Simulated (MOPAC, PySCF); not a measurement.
[Cd(CH3)(Br)], neutral singlet in the gas phase. 

Cartesian coordinates (Å):
```xyz
6

Cd     0.0087     0.0399     0.0231
C      2.0394    -0.2401     0.5279
H      2.5932    -0.6047    -0.3580
H      2.1180    -0.9840     1.3434
H      2.4725     0.7214     0.8633
Br    -2.3422     0.3642    -0.5614
```
Charge 0, multiplicity 1.

All levels are single points at this geometry (PBE-D3(BJ)/def2-SVP); Pople sets use spherical d functions. Orbital energies aren't observables, and empty levels follow the basis.

```tsv
level	HOMO (eV)	LUMO (eV)	gap (eV)	dipole (D)	vertical IE, Delta-SCF (eV)
PBE-D3(BJ)/def2-TZVP in PySCF	-6.63	-1.83	4.80	3.01	–
TPSSh-D3(BJ)/def2-TZVP in PySCF	-7.20	-1.34	5.85	3.08	–
B3LYP/6-311+G** (LANL2DZ on Br, Cd) in PySCF	-7.51	-1.41	6.10	3.24	–
B3LYP/LANL2DZ in PySCF	-7.44	-1.26	6.19	3.44	–
HF/6-31G* (LANL2DZ on Cd) in PySCF	-10.54	1.56	12.10	3.28	9.20
PM7 in MOPAC	-10.29	-0.32	9.96	3.40	–
```
